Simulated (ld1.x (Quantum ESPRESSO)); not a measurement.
# Si: one change to a TM potential, before and after

- Element: Si
- Generator: ld1.x (Quantum ESPRESSO) 7.5
- Type: norm-conserving Troullier–Martins (Kleinman–Bylander form)
- Functional: LDA (PZ)
- Relativity: scalar-relativistic
- Frozen core: [Ne]
- Valence charge: 4
- Reference configuration: 3s2 3p2
- Partial waves: 3s (bound): rc 1.70 bohr; 3p (bound): rc 2.35 bohr
- Local potential: the p channel
- Core correction: none

All-electron outer shells of the reference configuration (LDA (PZ), scalar-relativistic, ld1.x):

| shell | level (eV) | outermost node (bohr) | outermost maximum (bohr) |
| --- | --- | --- | --- |
| 2s | -138.73 | 0.15 | 0.45 |
| 2p | -95.60 | – | 0.39 |
| 3s | -10.88 | 0.72 | 1.77 |
| 3p | -4.17 | 0.72 | 2.14 |

Change: core correction a·sin(br)/r model core inside 1.68 bohr.

Cutoffs: the cutoffs (Ry, on a coarse ladder) from which the occupation-weighted sum of valence levels, in a spherical-Bessel basis at the reference potential, stays within 10 and 1 mRy of its value at 400 Ry; they do not see the model core or the augmentation charge, which bear on the density cutoff. Errors are all-electron minus pseudo energies relative to the spin-unpolarised reference configuration.

Q: Predict the effect on cutoff, ghosts and configuration errors.

A: The potential gets neither clearly harder nor softer (15 Ry and 40 Ry → 15 Ry and 40 Ry); of the 9 tests that both files solve, the error grows in 0 and shrinks in 7 by more than 15 % and 0.3 meV (median size 19.7 → 10.5 meV); neither file shows a bound ghost. Exchange and correlation are not linear in the density, so unscreening with the valence charge alone errs where core and valence overlap; a model core restores that term. A model core, the more so a compact one, raises the density cutoff, which this test does not measure.

| quantity | base | changed |
| --- | --- | --- |
| cutoff, loose | 15 Ry | 15 Ry |
| cutoff, tight | 40 Ry | 40 Ry |
| bound ghosts | none | none |
| error for 3s2 3p1, meV [ΔE 7.83 eV] | +3.2 | +2.4 |
| error for 3s2 3p0, meV [ΔE 23.94 eV] | +32 | +22 |
| error for 3s1 3p0, meV [ΔE 58.09 eV] | +222 | +137 |
| error for 3s0 3p4, meV [ΔE 13.78 eV] | +20 | +11 |
| error for 3s1 3p3, meV [ΔE 6.81 eV] | +4.5 | +2.4 |
| error for 3s2 3p1.5, meV [ΔE 2.96 eV] | +0.4 | +0.3 |
| error for 3s2 3p2.3, meV [ΔE -0.96 eV] | +0.1 | +0.1 |
| error for 3s2 3p2 (spin-polarised), meV [ΔE -0.61 eV] | +41 | +26 |
| error for 3s2 3p1 (spin-polarised), meV [ΔE 7.62 eV] | +21 | +13 |
| s: phases at 2.57 bohr within 0.05 rad from the reference energy up to (Ry; the scan ends near 5) | 2.6 | 2.6 |
| p: phases at 2.57 bohr within 0.05 rad from the reference energy up to (Ry; the scan ends near 5) | 2.8 | 2.8 |
